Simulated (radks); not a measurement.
Values are calculated unless marked as measured or tabulated.
Task: Mean orbital radii <r> (bohr) of the gold ion Au+, [Xe] 4f14 5d10, of relativity; Dirac values are averaged over j with weights 2j + 1. Spin-unpolarised spherical Kohn-Sham, LDA (Slater exchange, Perdew-Wang correlation), point nucleus unless stated (finite: rms radius 5.4371 fm), a radial shooting solver on a logarithmic mesh with Libxc functionals. A level marked "c x" has the speed of light scaled by that factor and shares open shells by 2j + 1; other Dirac levels either fill j = l - 1/2 first or share by 2j + 1.

| shell | non-rel. |
|---|---|
| 2s | 0.08076 |
| 2p | 0.06823 |
| 3s | 0.2039 |
| 3p | 0.1942 |
| 3d | 0.1696 |
| 4s | 0.4492 |
| 4p | 0.4532 |
| 4d | 0.4612 |
| 4f | 0.4869 |
| 5s | 1.027 |
| 5p | 1.119 |
| 5d | 1.549 |

Give the values at the level "Dirac, low j first".

Result: 
shell  Dirac, low j first  change of magnitude (%)
2s                0.07048                   -12.72
2p                0.06370                    -6.63
3s                 0.1834                   -10.04
3p                 0.1841                    -5.18
3d                 0.1677                    -1.07
4s                 0.4071                    -9.36
4p                 0.4324                    -4.59
4d                 0.4589                    -0.49
4f                 0.4994                    +2.56
5s                 0.9271                    -9.71
5p                  1.070                    -4.36
5d                  1.579                    +1.92
